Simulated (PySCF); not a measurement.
A PySCF script (with the pyscf-properties extension) for the NMR shieldings of SMILES FBC[SiH]1CC=CC1, C$_{5}$H$_{10}$BFSi, on a GFN2-xTB geometry:

```python
import basis_set_exchange as bse
import numpy as np
from pyscf import gto, dft
from pyscf.prop import nmr

atoms = """
F    -3.504768    0.766644    1.143158
B    -2.645565    1.226232    0.247521
C    -1.842584    0.214132   -0.607397
Si   -0.361347   -0.397947    0.448314
C     0.779426   -1.582925   -0.526360
C     2.111921   -0.896390   -0.508756
C     2.221801    0.285711    0.070481
C     1.008865    0.908670    0.696656
H    -2.521824    2.394474    0.214234
H    -2.428335   -0.669707   -0.850648
H    -1.456184    0.635157   -1.532108
H    -0.816072   -0.987037    1.717583
H     0.470914   -1.759620   -1.558203
H     0.867525   -2.565270   -0.061818
H     2.949718   -1.392126   -0.977935
H     3.155235    0.828510    0.110407
H     0.792427    1.865859    0.218091
H     1.210088    1.131950    1.745123
"""
names = dict.fromkeys(["F", "B", "C", "Si", "H"], "pcSseg-1")
basis = {el: gto.basis.parse(bse.get_basis(n, elements=[el], fmt="nwchem")) for el, n in names.items()}
mol = gto.M(atom=atoms, basis=basis, charge=0, verbose=0)
mf = dft.RKS(mol, xc="PBE0")
mf.grids.level = 2
mf.grids.alignment = dft.numint.BLKSIZE   # the property module wants whole blocks of grid points
mf.conv_tol = 1e-9
mf.kernel()

calc = nmr.RKS(mf)   # GIAO
C = mf.mo_coeff
Co = C[:, mf.mo_occ > 0]
resp = mf.gen_response(singlet=True, hermi=2)
def vind(x):   # induced exchange potential for any number of trial vectors
    d = np.einsum("pi,xij,qj->xpq", C, 2 * x.reshape(-1, C.shape[1], Co.shape[1]), Co, optimize=True)
    return np.einsum("xpq,pi,qj->xij", resp(d - d.transpose(0, 2, 1)), C, Co, optimize=True).ravel()
mo1, _ = nmr.rhf.solve_mo1(calc, with_cphf=vind)
sigma = calc.kernel(mo1)
for i, s in enumerate(sigma):   # ppm
    w = np.linalg.eigvalsh((s + s.T) / 2)
    print("%2d %-2s iso %8.1f  s11 %8.1f  s22 %8.1f  s33 %8.1f" % (i, mol.atom_pure_symbol(i), w.mean(), *w))
```

**Question.** What does it print?

**Answer.** 
```
 0 F  iso    181.4  s11     -5.0  s22     62.5  s33    486.8
 1 B  iso     45.2  s11    -21.9  s22     67.1  s33     90.5
 2 C  iso    168.6  s11    139.2  s22    177.6  s33    189.0
 3 Si iso    355.9  s11    323.2  s22    367.3  s33    377.1
 4 C  iso    164.4  s11    150.0  s22    156.4  s33    186.8
 5 C  iso     48.8  s11    -60.6  s22     65.6  s33    141.5
 6 C  iso     48.7  s11    -59.8  s22     67.1  s33    138.9
 7 C  iso    166.9  s11    155.1  s22    158.1  s33    187.6
 8 H  iso     26.2  s11     23.8  s22     24.8  s33     29.8
 9 H  iso     30.7  s11     26.8  s22     28.8  s33     36.6
10 H  iso     30.7  s11     27.3  s22     29.0  s33     35.6
11 H  iso     27.0  s11     23.7  s22     25.2  s33     32.1
12 H  iso     30.1  s11     25.8  s22     28.4  s33     36.0
13 H  iso     29.8  s11     25.3  s22     27.5  s33     36.6
14 H  iso     25.6  s11     23.3  s22     26.2  s33     27.3
15 H  iso     25.6  s11     23.2  s22     26.3  s33     27.3
16 H  iso     30.1  s11     25.5  s22     28.4  s33     36.3
17 H  iso     30.0  s11     25.4  s22     27.7  s33     36.8
```

These numbers come from an equivalent density-fitted implementation of the same equations, which agrees with the script to about 0.01 ppm for H and up to a few tenths of a ppm for heavy atoms, so last digits may differ.

Size and cost of the density-fitted run: 193 basis functions, 43 s wall time on 1 thread of an Arm Neoverse V1, shared host; peak memory 0.85 GiB.
